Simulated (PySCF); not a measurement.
Species: C3H5ClF4Si.
Structure used (GFN2-xTB), in Å, numbered top down from 1:
```
atom  x, y, z in Å
C1     1.7798   -0.3138    0.7830
Si2    0.8361    0.1123   -0.7948
F3     1.4767    1.4682   -1.4087
Cl4    0.9439   -1.2849   -2.2200
C5    -0.9845    0.6350   -0.5085
C6    -1.6698   -0.1928    0.5380
F7    -1.1352   -0.0277    1.7613
F8    -1.6091   -1.5119    0.2846
F9    -2.9736    0.1048    0.6612
H10    1.4134   -1.2307    1.2358
H11    2.8376   -0.4501    0.5717
H12    1.6902    0.4749    1.5255
H13   -1.0389    1.6745   -0.1856
H14   -1.5673    0.5420   -1.4256
```

Computed at PBE0/pcSseg-1 (PySCF, non-relativistic), with Q(35Cl) = −0.0817 b: Cl4, 35Cl (I = 3/2): χzz = -39.08 MHz, η = 0.065.

(1) Find the zero-field quadrupole resonance frequencies of 35Cl at Cl4.

(2) Apply the simplest Townes–Dailey estimate (no s hybridisation, no π bonding), ionic character = 1 − χzz/χ0, where χ0 is the coupling for one missing p electron along the bond: −109.74 MHz for 35Cl.

## Answers

(1) From ν = (|χ|/2)√(1 + η²/3): ν = 19.56 MHz (silicon-bound chlorine). For 37Cl the ratio of quadrupole moments, 0.7881, gives 15.41 MHz.

(2) Cl4 on Si2: 1 − (-39.08)/(-109.74) = 0.64. In this model a purely covalent bond gives χ0 and a free halide ion gives zero; s hybridisation or π bonding, where present, is counted here as ionic character.

In a crystal, neighbours and librations shift these lines. Geometry: GFN2-xTB, one conformer, isolated molecule. GFN2-xTB bond lengths can be off by several hundredths of an ångström, more for odd bonds, and the gradients follow them. With a basis this small, the couplings can be 20 % off.

The run behind these numbers computed NMR shieldings as well. On one thread, Intel Xeon at 2.50 GHz (x86_64), shared host with 64 logical CPUs at a one-minute load of 60, this took 2.6 min wall, 98 s CPU (grids of density and orbitals included) and 0.84 GiB of memory at its peak.
